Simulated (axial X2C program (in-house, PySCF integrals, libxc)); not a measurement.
KNi: properties at the nuclei

Calculated with an axial X2C code built on PySCF integrals: two-component X2C with atomic mean-field Coulomb and Gaunt terms, Gaussian nuclei, basis Ni dyall-cv3z, K dyall-cv3z with contracted cores.

R = 2.973 Å (near the PBE0 minimum at charge 0 of the determinant lowest at the starting distance; the state shown can have its own minimum elsewhere).

Input and command:
```json
{"zs": [28, 19], "q": 0, "bas": ["dyall-cv3z", "dyall-cv3z"], "r0": 3.06, "levels": ["PBE0", "HF", "PBE", "B3LYP", "BHandHLYP"], "nst": 3}
```
```bash
python soeom.py task.json out
```

Keys: zs atomic numbers; q charge; bas basis sets; r0 starting distance in Å; levels methods; nst determinants followed.

Determinant lowest in the PBE0 search, Ω = 1/2 (⟨Sz⟩ = 0.49, ⟨Lz⟩ = 0.01 at PBE0), spin on the atoms Ni 0.53, K -0.04:

```
    level  Eeff magnitude (GV/cm)  Ws magnitude Ni (kHz)  A∥/gI Ni (MHz)  qzz Ni (a.u.)  A∥/gI K (MHz)  qzz K (a.u.)  μ (D)
     PBE0                 0.00118                 0.0106             669           3.26          -51.7         -0.13   7.28
       HF                   0.133                  0.137            1050           2.75           -224         -0.11   6.42
      PBE                 0.00543                 0.0167             738           3.29          -54.8         -0.13   7.20
    B3LYP                 0.00336                0.00313             643           3.31          -40.5         -0.13   7.21
BHandHLYP                  0.0105                0.00316             558           3.21          -37.2         -0.13   7.08
```

Determinant 0.02 eV from it at PBE0 and this distance, Ω = 5/2 (⟨Sz⟩ = 0.50, ⟨Lz⟩ = 2.00 at PBE0), spin on the atoms Ni 0.54, K -0.04:

```tsv
level	Eeff magnitude (GV/cm)	Ws magnitude Ni (kHz)	Ws magnitude K (kHz)	A∥/gI Ni (MHz)	qzz Ni (a.u.)	A∥/gI K (MHz)	qzz K (a.u.)	μ (D)
PBE0	0.0114	0.00579	0.00125	480	-2.94	-11.3	-0.17	7.48
HF	0.106	0.0262	0.00437	578	-2.90	-51.4	-0.15	6.51
PBE	0.00166	0.00444	0.00102	484	-2.86	-11.8	-0.15	7.32
B3LYP	0.000415	0.00319	0.000916	473	-2.96	-9.47	-0.17	7.40
BHandHLYP	0.00285	0.00359	0.00105	462	-2.97	-9.86	-0.17	7.29
```

Eeff is the effective electric field on the electron electric dipole moment in this Ω state and Ws the scalar–pseudoscalar constant of the nucleus named (defined with the proton number Z and per Ω); A∥ (defined per Ω) follows by multiplying with gI = μI/(I μN); qzz is the electric field gradient, eQq0 = 234.96 MHz × Q/barn × qzz; μ is positive if the K end (last atom) is positive. The operators were transformed with the bare-nucleus X2C matrices; with these basis sets, hyperfine constants and field gradients can be off by tens of per cent, and where levels differ in sign neither size nor sign is settled.

With gI(61Ni) = -0.5000, Q(61Ni) = 0.162 barn, Q(39K) = 0.0603 barn (g factors from the IAEA table of nuclear moments by Stone; Q from Pyykkö, Mol. Phys. 2018), turn the PBE0 values of the first state into constants in MHz.

A∥(61Ni) = 669 × -0.5000 = -334 MHz; eQq0(61Ni) = 234.96 × (0.162) × (3.26) = 124 MHz; eQq0(39K) = 234.96 × (0.0603) × (-0.13) = -1.84 MHz.

Each state is one determinant with collinear spin. Unrestricted Hartree–Fock can overshoot spin polarisation at the nuclei. In the state Ω = 1/2 the sign of Eeff differs between levels (B3LYP, BHandHLYP against PBE0). In the state Ω = 5/2 the sign of Eeff differs between levels (B3LYP against PBE0). Where Eeff spreads by more than a factor of two the levels disagree and none is to be relied on. At BHandHLYP, HF a later determinant lies lower. States lie within half an eV, so the first need not be the ground state. The sign of Ws at Ni differs between levels in the first state. The sign of Ws at K differs between levels in the first state. Further determinants of the search, some of them spin-mixed, are not shown. Where a field gradient or hyperfine factor spreads by more than a factor of two over the levels, a constant derived from it is not to be relied on. PBE0 term energies can be off by some tenths of an eV.
